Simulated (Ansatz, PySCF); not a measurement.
3-methylidenepent-1-en-4-yne (C6H6), SMILES C#CC(=C)C=C. Atoms are numbered in the order given.

```xyz
12

C     -1.0564     1.7030     1.1757
C     -0.3898     1.0111     0.4345
C      0.3885     0.1696    -0.4312
C      1.2179     0.7121    -1.3518
C      0.2588    -1.2916    -0.2891
C     -0.5336    -1.9188     0.5903
H     -1.6412     2.3254     1.8261
H      1.3181     1.7930    -1.4619
H      1.8104     0.0719    -2.0103
H      0.8781    -1.8761    -0.9779
H     -0.5745    -3.0095     0.6343
H     -1.1616    -1.3589     1.2886
```

Geometry: B3LYP-D3(BJ)/def2-SVP. Other conformers were not sampled.

Two levels are set side by side: PBE-D3(BJ)/def2-SVP (Ansatz, a quantum-chemistry and plane-wave program) and B3LYP-D3(BJ)/def2-SVP (Ansatz). Each level has its own optimised geometry; the coordinates shown are those of the second. Frequencies come from the Hessian of PySCF at each geometry. Differences are taken from unrounded values.

```tsv
quantity	B3LYP-D3(BJ)
mean bond length (Å)	1.214
bond C1–C2 (Å)	1.213
bond C2–C3 (Å)	1.436
bond C3–C4 (Å)	1.353
bond C3–C5 (Å)	1.474
bond C5–C6 (Å)	1.340
bond C1–H7 (Å)	1.074
bond C4–H8 (Å)	1.091
bond C4–H9 (Å)	1.093
bond C5–H10 (Å)	1.095
bond C6–H11 (Å)	1.092
bond C6–H12 (Å)	1.093
highest harmonic wavenumber (cm⁻¹)	3471
mean harmonic wavenumber (cm⁻¹)	1384
zero-point energy (kcal/mol)	59.34
```

Question: What does PBE-D3(BJ) give, and how far is it from B3LYP-D3(BJ)? (An estimate is asked for; the answer gives what the named calculation found.)

Answer: 
```json
[
 {"quantity": "mean bond length (Å)", "PBE-D3(BJ)": "1.221", "PBE-D3(BJ) minus B3LYP-D3(BJ)": "0.007"},
 {"quantity": "bond C1–C2 (Å)", "PBE-D3(BJ)": "1.225", "PBE-D3(BJ) minus B3LYP-D3(BJ)": "0.012"},
 {"quantity": "bond C2–C3 (Å)", "PBE-D3(BJ)": "1.435", "PBE-D3(BJ) minus B3LYP-D3(BJ)": "-0.001"},
 {"quantity": "bond C3–C4 (Å)", "PBE-D3(BJ)": "1.364", "PBE-D3(BJ) minus B3LYP-D3(BJ)": "0.011"},
 {"quantity": "bond C3–C5 (Å)", "PBE-D3(BJ)": "1.474", "PBE-D3(BJ) minus B3LYP-D3(BJ)": "0.001"},
 {"quantity": "bond C5–C6 (Å)", "PBE-D3(BJ)": "1.349", "PBE-D3(BJ) minus B3LYP-D3(BJ)": "0.009"},
 {"quantity": "bond C1–H7 (Å)", "PBE-D3(BJ)": "1.081", "PBE-D3(BJ) minus B3LYP-D3(BJ)": "0.007"},
 {"quantity": "bond C4–H8 (Å)", "PBE-D3(BJ)": "1.099", "PBE-D3(BJ) minus B3LYP-D3(BJ)": "0.008"},
 {"quantity": "bond C4–H9 (Å)", "PBE-D3(BJ)": "1.101", "PBE-D3(BJ) minus B3LYP-D3(BJ)": "0.008"},
 {"quantity": "bond C5–H10 (Å)", "PBE-D3(BJ)": "1.104", "PBE-D3(BJ) minus B3LYP-D3(BJ)": "0.008"},
 {"quantity": "bond C6–H11 (Å)", "PBE-D3(BJ)": "1.100", "PBE-D3(BJ) minus B3LYP-D3(BJ)": "0.008"},
 {"quantity": "bond C6–H12 (Å)", "PBE-D3(BJ)": "1.102", "PBE-D3(BJ) minus B3LYP-D3(BJ)": "0.008"},
 {"quantity": "highest harmonic wavenumber (cm⁻¹)", "PBE-D3(BJ)": "3407", "PBE-D3(BJ) minus B3LYP-D3(BJ)": "-64"},
 {"quantity": "mean harmonic wavenumber (cm⁻¹)", "PBE-D3(BJ)": "1344", "PBE-D3(BJ) minus B3LYP-D3(BJ)": "-40"},
 {"quantity": "zero-point energy (kcal/mol)", "PBE-D3(BJ)": "57.63", "PBE-D3(BJ) minus B3LYP-D3(BJ)": "-1.71"}
]
```

GGA bonds tend to be longer and softer than those of functionals with exact exchange. Differences between two approximate levels are no errors against the true value.
